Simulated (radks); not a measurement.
The numbers below are computed, except where a source is named.
Task: All-electron atom: Nb in [Kr] 4d3.75 5s1.25 (fractional occupations, a model configuration). Level of theory: Dirac Kohn-Sham, PBE, spin-unpolarised, spherical densities, point nucleus; open shells are shared between the two j in proportion to 2j + 1 (a radial shooting solver on a logarithmic mesh with Libxc functionals).

Spin-orbit splittings of the eigenvalues, e(l+1/2) - e(l-1/2), with zeta = 2 splitting/(2l+1) and mean radii in bohr:

shell  occ.  splitting (eV)  zeta (eV)  <r> j=l-1/2  <r> j=l+1/2
2p        6               ?          ?       0.1346       0.1391
3p        6           15.51      10.34       0.4386       0.4491
3d       10           2.888      1.155       0.4310       0.4345
4p        6           2.103      1.402        1.280        1.312
4d     3.75          0.1597    0.06389        2.151        2.183

Estimate the 2p splitting.

Result: 95.78 eV (zeta = 63.85 eV).
